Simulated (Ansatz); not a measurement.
Born–Oppenheimer molecular dynamics of C2H5BrOSi (10 atoms, charge 0, multiplicity 1). It starts at the highest image of a converged band. Of that band: Neighbouring images differ by up to 1.3 eV, so the band resolves the path poorly. A vibrational analysis at the climbing image gives one clearly imaginary mode, 1472i cm⁻¹: a first-order saddle point.

Level of theory: RHF/def2-SVP (Ansatz).

* ensemble: NVE (velocity Verlet)
* time step: 0.5 fs
* steps asked: 200
* starting velocities drawn for: 100 K
* seed: 5955

First frame:

```xyz
10
Properties=species:S:1:pos:R:3
Si -1.155 -0.965 1.171
O -0.383 -0.305 -0.163
C 0.494 0.696 -0.049
C 1.092 1.118 -1.202
Br 0.669 0.549 -2.966
H -0.160 -1.581 2.073
H -1.913 0.079 1.889
H -2.067 -1.992 0.638
H 1.720 0.402 -0.214
H 1.786 1.947 -1.173
```

(1) How far do the bonds stretch over the last three quarters of this one trajectory? (Pairs bonded in most of those frames.)

## Answers

(1) 
| bond | mean (Å) | spread (Å) | shortest | longest |
| --- | --- | --- | --- | --- |
| Si1–O2 | 1.722 | 0.042 | 1.64 | 1.81 |
| Si1–H6 | 1.471 | 0.003 | 1.47 | 1.48 |
| Si1–H7 | 1.473 | 0.019 | 1.44 | 1.50 |
| Si1–H8 | 1.471 | 0.002 | 1.47 | 1.48 |
| O2–C3 | 1.285 | 0.038 | 1.22 | 1.36 |
| C3–C4 | 1.522 | 0.101 | 1.35 | 1.66 |
| C4–Br5 | 1.999 | 0.053 | 1.93 | 2.11 |
| C4–H9 | 1.099 | 0.029 | 1.05 | 1.15 |
| C4–H10 | 1.103 | 0.025 | 1.06 | 1.16 |

Mean temperature of the second half: 691 K. The conserved energy stayed within 0.16 meV per atom of its start (net change 0.044 meV per atom), so the integration is sound. The kinetic energy rose, since the run started high on the potential surface and went downhill. A run of 0.1 ps of so small a system gives no equilibrium averages. The orbitals stay closed-shell, which can raise the energy where a bond breaks towards radicals; this wasn't checked here.

Time of the run: 7.5 min on 2 threads of AMD EPYC 7R13 Processor (Zen 3), with other jobs on the host, peak memory 0.3 GiB.
